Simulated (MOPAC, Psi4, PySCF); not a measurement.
Conformational energy of SMILES C=C[SiH2]C#N (C₃H₅NSi). Scanned: dihedral C1–C2–Si3–C4; all other coordinates were relaxed at GFN2-xTB. Points at φ and −φ are mirror images. Heavy atoms are numbered in the order of the SMILES C=C[SiH2]C#N, hydrogens after them in the order of the atoms that carry them; the mirror image has the same energies with the sign of each dihedral reversed.

- RKS-B3LYP/6-31G* = PySCF 2.14.0 with restricted B3LYP/6-31G*, spherical d // GFN2-xTB
- RHF/3-21G = restricted Hartree-Fock/3-21G // GFN2-xTB run with PySCF 2.14.0
- AM1, restricted, heats of formation // GFN2-xTB (MOPAC)
- MP2/cc-pVTZ = DF-MP2 (frozen core)/cc-pVTZ // GFN2-xTB (Psi4)

Energies relative to the lowest point of each profile, in kcal/mol; the last columns give the difference from MP2:

| φ / ° | RKS-B3LYP/6-31G* | RHF/3-21G | AM1 | MP2/cc-pVTZ | RKS-B3LYP/6-31G* − MP2/cc-pVTZ | RHF/3-21G − MP2/cc-pVTZ | AM1 − MP2/cc-pVTZ |
|---|---|---|---|---|---|---|---|
| -165 | 1.36 | 1.49 | 0.18 | 1.63 | -0.27 | -0.15 | -1.45 |
| -150 | 0.85 | 1.02 | 0.11 | 1.13 | -0.28 | -0.11 | -1.02 |
| -135 | 0.37 | 0.60 | 0.03 | 0.66 | -0.29 | -0.06 | -0.63 |
| -120 | 0.18 | 0.45 | 0.00 | 0.47 | -0.29 | -0.02 | -0.47 |
| -105 | 0.34 | 0.64 | 0.03 | 0.62 | -0.28 | 0.02 | -0.59 |
| -90 | 0.79 | 1.09 | 0.12 | 1.05 | -0.26 | 0.04 | -0.93 |
| -75 | 1.30 | 1.55 | 0.22 | 1.53 | -0.23 | 0.01 | -1.31 |
| -60 | 1.55 | 1.72 | 0.30 | 1.72 | -0.17 | 0.00 | -1.43 |
| -45 | 1.32 | 1.43 | 0.32 | 1.42 | -0.11 | 0.01 | -1.11 |
| -30 | 0.74 | 0.82 | 0.25 | 0.80 | -0.05 | 0.02 | -0.55 |
| -15 | 0.21 | 0.23 | 0.14 | 0.22 | -0.02 | 0.01 | -0.09 |
| 0 | 0.00 | 0.00 | 0.09 | 0.00 | 0.00 | 0.00 | 0.09 |
| 15 | 0.21 | 0.23 | 0.14 | 0.22 | -0.02 | 0.01 | -0.09 |
| 30 | 0.74 | 0.82 | 0.25 | 0.80 | -0.05 | 0.02 | -0.55 |
| 45 | 1.32 | 1.43 | 0.32 | 1.42 | -0.11 | 0.01 | -1.11 |
| 60 | 1.55 | 1.72 | 0.30 | 1.72 | -0.17 | 0.00 | -1.43 |
| 75 | 1.30 | 1.55 | 0.22 | 1.53 | -0.23 | 0.01 | -1.31 |
| 90 | 0.79 | 1.09 | 0.12 | 1.05 | -0.26 | 0.04 | -0.93 |
| 105 | 0.34 | 0.64 | 0.03 | 0.62 | -0.28 | 0.02 | -0.59 |
| 120 | 0.18 | 0.45 | 0.00 | 0.47 | -0.29 | -0.02 | -0.47 |
| 135 | 0.37 | 0.60 | 0.03 | 0.66 | -0.29 | -0.06 | -0.63 |
| 150 | 0.85 | 1.02 | 0.11 | 1.13 | -0.28 | -0.11 | -1.02 |
| 165 | 1.36 | 1.49 | 0.18 | 1.63 | -0.27 | -0.15 | -1.45 |
| 180 | 1.59 | 1.69 | 0.22 | 1.86 | -0.27 | -0.17 | -1.65 |

RKS-B3LYP/6-31G* is furthest from MP2/cc-pVTZ at -120 (-0.29 kcal/mol, below); its mean absolute difference over the points is 0.20 kcal/mol.

RHF/3-21G is furthest from MP2/cc-pVTZ at 180 (-0.17 kcal/mol, below); its mean absolute difference over the points is 0.04 kcal/mol.

AM1 is furthest from MP2/cc-pVTZ at 180 (-1.65 kcal/mol, below); its mean absolute difference over the points is 0.87 kcal/mol.
